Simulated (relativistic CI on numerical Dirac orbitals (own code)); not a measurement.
# Au²⁺ (5d9) in a crystal field

Calculated by Dirac-Coulomb-Breit CI, orbitals from a KLI potential per configuration, model QED (radiative potential, 1s self-energy scaled to tabulated hydrogen-like ionisation energies), valence Slater integrals scaled by 0.7, one configuration in a parametric crystal field (own radial code).

Field parameters in Wybourne normalisation: Oh B⁴₀ = 21Dq, B⁴₄ = √(5/14) B⁴₀. The field is a parameter set, without covalency.

S is read from ⟨S²⟩ = S(S + 1).

Site symmetry Oh; labels are those of the double group. Computed levels in cm⁻¹ above the lowest, in rising order:

| Δ (size of 10Dq) | Lowest | No. 2 | No. 3 |
| --- | --- | --- | --- |
| 5500 | Γ8 | 3833 Γ7 | 14160 Γ8 |
| 9950 | Γ8 | 7501 Γ7 | 17047 Γ8 |
| 14350 | Γ8 | 11408 Γ7 | 20461 Γ8 |
| 18800 | Γ8 | 15522 Γ7 | 24239 Γ8 |
| 23200 | Γ8 | 19687 Γ7 | 28168 Γ8 |
| 27600 | Γ8 | 23912 Γ7 | 32219 Γ8 |
| 32050 | Γ8 | 28227 Γ7 | 36398 Γ8 |
| 36450 | Γ8 | 32521 Γ7 | 40588 Γ8 |
| 40900 | Γ8 | 36885 Γ7 | 44866 Γ8 |

Ground-state S against |10Dq| in cm⁻¹: 5500: 0.50, 9950: 0.50, 14350: 0.50, 18800: 0.50, 23200: 0.50, 27600: 0.50, 32050: 0.50, 36450: 0.50, 40900: 0.50.

No abrupt spin change occurs in this range.
